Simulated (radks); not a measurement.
Results of a calculation; reference values are marked as such.
All-electron atom: Br2+ in [Ar] 3d10 4p5 (not the ground configuration). Code: a radial shooting solver on a logarithmic mesh with Libxc functionals. Model: Dirac Kohn-Sham, BLYP, spin-unpolarised, spherical densities, point nucleus; open shells fill j = l - 1/2 first.

Unscreened Slater integrals over Kohn-Sham orbitals (cm^-1). Large and small components are both included.

| integral | value |
|---|---|
| F0(4p3/2,4p3/2) | 107840 |
| F2(4p3/2,4p3/2) | 56803 |
| F0(4p3/2,4p1/2) | 108740 |
| G2(4p3/2,4p1/2) | 57218 |
| F0(4p3/2,3d5/2) | 139940 |
| F2(4p3/2,3d5/2) | 30056 |
| G1(4p3/2,3d5/2) | 10259 |
| G3(4p3/2,3d5/2) | 9472.2 |
| F0(4p3/2,3d3/2) | 140040 |
| F2(4p3/2,3d3/2) | 29865 |
| G1(4p3/2,3d3/2) | 10152 |
| G3(4p3/2,3d3/2) | 9380.5 |
| F0(4p1/2,4p1/2) | 109660 |
| F0(4p1/2,3d5/2) | 142090 |
| G3(4p1/2,3d5/2) | 9859.4 |
| F0(4p1/2,3d3/2) | 142190 |
| G1(4p1/2,3d3/2) | 10622 |
| F0(3d5/2,3d5/2) | 341740 |
| F2(3d5/2,3d5/2) | 163420 |
| F4(3d5/2,3d5/2) | 102760 |
| F0(3d5/2,3d3/2) | 342910 |
| F2(3d5/2,3d3/2) | 163920 |
| G2(3d5/2,3d3/2) | 163580 |
| G4(3d5/2,3d3/2) | 102860 |
| F0(3d3/2,3d3/2) | 344080 |
| F2(3d3/2,3d3/2) | 164430 |
